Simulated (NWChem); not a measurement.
# C₃H₆Si; SMILES C#C[SiH2]C

Results from NWChem. The geometry was optimised at PBE-D3(BJ)/def2-SVP. Level: M06-2X/def2-SVP with SMD (1 M gas to 1 M solution), gas-phase geometry. Reactions with the solvent are ignored.

### Question
Order these by “cavity-dispersion-structure term (kcal/mol)”, lowest first: 1-octanol; water; tetrahydrofuran; chloroform.

### Answer
chloroform (0.9), tetrahydrofuran (1.9), 1-octanol (2.7), water (5.7)
